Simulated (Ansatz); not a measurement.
Consider the ligand exchange at the Si–C bond: `CC[Si]CC` + HCl → `CC[Si]Cl` + `CC`.

Gas-phase electronic energies from Ansatz, PBE0-D4/def2-TZVP geometries. CCSD(T)/CBS adds triple-zeta CCSD(T) − MP2 to the extrapolated MP2 energy (def2 sets, frozen cores). This one scheme is used for every species. Functionals use def2-TZVPP. B3LYP here is the variant with VWN-RPA as its local correlation; programs differ in this. Each species was taken in one conformer, which may not be the lowest.

`CC[Si]CC`:

Cartesian coordinates in Å:
```
C 1.226 -1.444 0.392
C 0.131 -0.837 1.283
Si 0.477 1.035 1.333
C -0.163 1.572 -0.379
C -1.263 0.811 -1.107
H 2.229 -1.133 0.707
H 1.209 -2.536 0.427
H 1.108 -1.146 -0.653
H 0.204 -1.257 2.290
H -0.858 -1.091 0.889
H -0.400 2.640 -0.316
H 0.772 1.555 -0.971
H -2.195 0.815 -0.536
H -1.482 1.250 -2.085
H -0.993 -0.234 -1.274
```

HCl:

```xyz
2

Cl   -0.589    0.091   -0.231
H     0.589   -0.091    0.231
```

`CC[Si]Cl`:

Cartesian coordinates in Å:
```
C -0.642 0.253 -0.654
C 0.552 -0.514 -0.112
Si 1.211 -0.295 1.649
Cl -0.102 1.145 2.409
H -0.858 -0.019 -1.690
H -0.469 1.330 -0.619
H -1.538 0.057 -0.062
H 0.396 -1.604 -0.186
H 1.449 -0.352 -0.735
```

`CC`:

Z-matrix (Å, degrees):
```
C
C 1 1.519
H 1 1.093 2 111.4
H 1 1.093 2 111.4 3 120.0
H 1 1.093 2 111.4 3 -120.0
H 2 1.093 1 111.4 3 180.0
H 2 1.093 1 111.4 3 -60.0
H 2 1.093 1 111.4 3 60.0
```

```json
{"species": "`CC[Si]CC`", "B3LYP-D4 energy (Eh)": "-448.00012"}
{"species": "HCl", "B3LYP-D4 energy (Eh)": "-460.83661"}
{"species": "`CC[Si]Cl`", "B3LYP-D4 energy (Eh)": "-829.02759"}
{"species": "`CC`", "B3LYP-D4 energy (Eh)": "-79.87051"}
```

(1) Work out ΔE.

Largest T1 diagnostic among the species: 0.012.

## Answers

(1) ΔE = (-829.02759) + (-79.87051) − (-448.00012) − (-460.83661) = -0.06137 Eh = -1.67 eV. CCSD(T)/CBS gives -1.60 eV.

In def2-TZVPP, CCSD(T) changes the Hartree–Fock value by +0.23 eV (the triples alone add +0.02 eV) and MP2 by +0.19 eV. The D4 term adds +0.09 eV with B3LYP and +0.05 eV with PBE0; it sums over pairs of atoms, weighted by their polarisabilities, and B3LYP, whose exchange is more repulsive, gets the larger term.
